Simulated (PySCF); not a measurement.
Job file and geometry (Å, from GFN2-xTB) of an NMR shielding run on `CC(C)N[SiH2]N`, C3H12N2Si, GIAO PBE0/pcSseg-1 NMR shielding, non-relativistic, gas phase in PySCF 2.14.0, density-fitted response routines; density fitting, a coarse starting grid and PySCF grid level 2 are the driver's defaults:

```
$ OMP_NUM_THREADS=1 python probes_run.py task.json out

{"job": {"kind": "nmr", "xc": "PBE0", "basis": "pcSseg-1"}, "charge": 0, "multiplicity": 1}
C     -1.301582     1.233582     1.082257
C     -1.016617     0.546529    -0.258667
C     -1.705160    -0.810752    -0.318006
N      0.399970     0.402343    -0.496604
Si     1.414705    -0.837302     0.112225
N      2.998194    -0.255720    -0.259860
H     -0.905876     0.628386     1.894083
H     -0.826389     2.211999     1.115764
H     -2.371715     1.360703     1.226688
H     -1.426751     1.177340    -1.062004
H     -1.374978    -1.434575     0.507341
H     -1.455371    -1.311455    -1.248613
H     -2.784092    -0.688228    -0.259340
H      0.840238     1.284135    -0.707919
H      1.206217    -1.124021     1.549225
H      1.262247    -2.078605    -0.651123
H      3.748766    -0.919246    -0.172829
H      3.289434     0.621204     0.141445
```

Question: Write the output of this run.

Answer: 
```
coarse grid: 14448 points
cycle   1  E = -520.0284115799  dE =  4.571e-01  |g| = 6.007e-01  |ddm| = 3.580e+00
cycle   2  E = -519.9814918593  dE =  4.692e-02  |g| = 7.620e-01  |ddm| = 1.219e+00
cycle   3  E = -520.1101048544  dE = -1.286e-01  |g| = 6.392e-02  |ddm| = 7.572e-01
cycle   4  E = -520.1108630913  dE = -7.582e-04  |g| = 2.726e-02  |ddm| = 7.550e-02
cycle   5  E = -520.1110296556  dE = -1.666e-04  |g| = 4.934e-03  |ddm| = 2.409e-02
cycle   6  E = -520.1110338927  dE = -4.237e-06  |g| = 2.086e-03  |ddm| = 5.350e-03
final grid: 132000 points
cycle   7  E = -520.1412187218  dE = -3.497e-05  |g| = 9.924e-03  |ddm| = 2.662e-02
cycle   8  E = -520.1412051568  dE =  1.356e-05  |g| = 1.274e-02  |ddm| = 1.825e-02
cycle   9  E = -520.1412412379  dE = -3.608e-05  |g| = 6.920e-04  |ddm| = 1.013e-02
cycle  10  E = -520.1412413331  dE = -9.523e-08  |g| = 2.393e-04  |ddm| = 7.004e-04
cycle  11  E = -520.1412413460  dE = -1.290e-08  |g| = 3.941e-05  |ddm| = 2.313e-04
cycle  12  E = -520.1412413463  dE = -2.954e-10  |g| = 1.575e-05  |ddm| = 5.134e-05
converged SCF energy = -520.1412413463

GIAO shielding tensors (ppm)
atom      isotropic    diamagn.    paramagn.     s11        s22        s33       span
  0 C      157.578     248.643     -91.065    135.837    152.131    184.767     48.931
  1 C      139.066     240.642    -101.576    121.214    136.077    159.907     38.694
  2 C      161.396     249.744     -88.348    145.920    153.380    184.889     38.969
  3 N      220.361     324.609    -104.247    168.436    207.009    285.639    117.203
  4 Si     391.177     880.824    -489.647    364.920    375.801    432.810     67.890
  5 N      261.860     315.787     -53.927    223.431    264.428    297.721     74.291
  6 H       30.372      31.267      -0.895     27.403     29.596     34.118      6.715
  7 H       30.638      30.807      -0.169     27.088     28.539     36.287      9.200
  8 H       30.727      29.984       0.744     26.212     28.442     37.528     11.316
  9 H       28.435      30.897      -2.462     24.406     26.987     33.911      9.505
 10 H       30.703      31.817      -1.114     27.630     29.713     34.767      7.136
 11 H       30.002      30.897      -0.895     26.152     27.868     35.985      9.833
 12 H       30.462      29.932       0.530     26.295     27.972     37.119     10.824
 13 H       31.568      35.602      -4.034     22.739     31.097     40.869     18.130
 14 H       25.890      30.967      -5.077     22.074     25.364     30.230      8.157
 15 H       26.685      30.656      -3.972     23.069     25.450     31.535      8.466
 16 H       31.828      28.864       2.964     24.407     26.859     44.218     19.811
 17 H       31.951      31.511       0.440     24.283     29.387     42.182     17.899
```

Question: Turn these shieldings into chemical shifts. Shifts are taken against calculated references (same method and geometry level): TMS for 13C (σ = 186.93 ppm) and 29Si (σ = 349.16 ppm) and 1H (σ = 31.72 ppm); 15N (σ = 267.73 ppm) vs NH3.

Answer: Averaging equivalent atoms: C 1: 47.9; C 0/2: 27.4; N 3: 47.4; N 5: 5.9; Si 4: -42.0; H 14/15: 5.43; H 9: 3.28; H 6/7/8/10/11/12: 1.23; H 13: 0.15; H 16/17: -0.17 ppm. Experimental scales use liquid or dissolved standards, which lie at an offset from isolated NH3 (liquid NH3: subtract about 20 ppm).

Size and cost of the density-fitted run: 169 basis functions, 51 s wall time on 1 thread of an Arm Neoverse N1, shared host; peak memory 0.76 GiB.
